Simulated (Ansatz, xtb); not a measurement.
## C3H8BBr: where a starting geometry ends

The starting geometry of this gas-phase singlet was built from a drawn formula by distance geometry and a force field; its bonds are those of `B[C@@H](Br)CC`.

```json
{"atom": "C", "x (Å)": "-1.3304", "y (Å)": "0.1565", "z (Å)": "2.7676"}
{"atom": "C", "x (Å)": "-0.5780", "y (Å)": "-0.2929", "z (Å)": "1.5289"}
{"atom": "C", "x (Å)": "-0.0159", "y (Å)": "0.9189", "z (Å)": "0.7598"}
{"atom": "B", "x (Å)": "-2.1379", "y (Å)": "-1.0814", "z (Å)": "3.3793"}
{"atom": "Br", "x (Å)": "-0.0743", "y (Å)": "0.8786", "z (Å)": "4.1238"}
{"atom": "H", "x (Å)": "-2.9715", "y (Å)": "-1.5954", "z (Å)": "2.7688"}
{"atom": "H", "x (Å)": "-1.9175", "y (Å)": "-1.4227", "z (Å)": "4.4987"}
{"atom": "H", "x (Å)": "-2.0585", "y (Å)": "0.9307", "z (Å)": "2.5319"}
{"atom": "H", "x (Å)": "0.2387", "y (Å)": "-0.9582", "z (Å)": "1.7687"}
{"atom": "H", "x (Å)": "-1.2896", "y (Å)": "-0.8329", "z (Å)": "0.8025"}
{"atom": "H", "x (Å)": "-0.7950", "y (Å)": "1.6500", "z (Å)": "0.4886"}
{"atom": "H", "x (Å)": "0.7827", "y (Å)": "1.4499", "z (Å)": "1.4108"}
{"atom": "H", "x (Å)": "0.4750", "y (Å)": "0.5348", "z (Å)": "-0.1365"}
```

Question: Predict what becomes of its bonds when it is optimised with r2SCAN-D4/def2-SVP.

Answer: A new bond forms, giving a structure with Br5 bridging C1 and B4, given below by its coordinates. Contacts that close: B4–Br5 (2.94 → 2.29 Å).

The energy falls by 0.65 eV over 25 steps:

```json
{"step": "1", "E − E(last) (eV)": "0.646"}
{"step": "4", "E − E(last) (eV)": "0.377"}
{"step": "6", "E − E(last) (eV)": "0.375"}
{"step": "9", "E − E(last) (eV)": "0.374"}
{"step": "12", "E − E(last) (eV)": "0.368"}
{"step": "14", "E − E(last) (eV)": "0.356"}
{"step": "17", "E − E(last) (eV)": "0.319"}
{"step": "20", "E − E(last) (eV)": "0.062"}
{"step": "22", "E − E(last) (eV)": "0.008"}
{"step": "25", "E − E(last) (eV)": "0.000"}
```

Final geometry (Å):

| atom | x (Å) | y (Å) | z (Å) |
| --- | --- | --- | --- |
| C | -1.6012 | 0.0276 | 2.4527 |
| C | -0.5666 | -0.2840 | 1.4093 |
| C | 0.1327 | 0.9183 | 0.7883 |
| B | -2.0545 | -0.9834 | 3.5564 |
| Br | -0.7511 | 0.7941 | 4.1712 |
| H | -3.1204 | -0.8379 | 4.1009 |
| H | -1.3893 | -1.9763 | 3.7304 |
| H | -2.3010 | 0.8232 | 2.1563 |
| H | 0.1619 | -1.0071 | 1.8138 |
| H | -1.1298 | -0.8339 | 0.6273 |
| H | -0.5932 | 1.6268 | 0.3573 |
| H | 0.7227 | 1.4606 | 1.5441 |
| H | 0.8174 | 0.6078 | -0.0151 |

From the same start GFN2-xTB reaches the same bonding as this run.

The end wasn't checked by frequencies. Run with Ansatz 0.2.0, 3 min on 2 threads of AMD EPYC (Zen 3), on a shared host.
